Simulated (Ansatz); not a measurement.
CH4O2Sn (`C[O][Sn][OH]`) at its PBE0-D4/def2-TZVP geometry, where that method's forces vanish. Charge 0, multiplicity 1. Sn: def2 effective core potential.

```xyz
8

C    -0.1961   -0.7807   -0.6767
O    -1.1654   -0.3771    0.2486
Sn   -1.0006    1.0617    1.6017
O     0.8475    1.6397    1.1870
H     0.7194   -1.1475   -0.1917
H    -0.5960   -1.6004   -1.2821
H     0.0880    0.0274   -1.3654
H     1.3032    1.1767    0.4787
```

(1) What forces (eV/Å) does B3LYP-D4/def2-TZVPP give on these atoms in Ansatz 0.2.0? (Estimate.)

Answers

(1) Ansatz gave: 
```
C1   0.218 -0.160 -0.277
O2  -0.210 -0.105  0.008
Sn3 -0.321  0.141  0.313
O4   0.284  0.092 -0.060
H5  -0.041  0.023 -0.027
H6   0.027  0.036  0.022
H7  -0.008 -0.040  0.036
H8   0.051  0.012 -0.015
```

B3LYP here is the variant with VWN-RPA as its local correlation; programs differ in this.
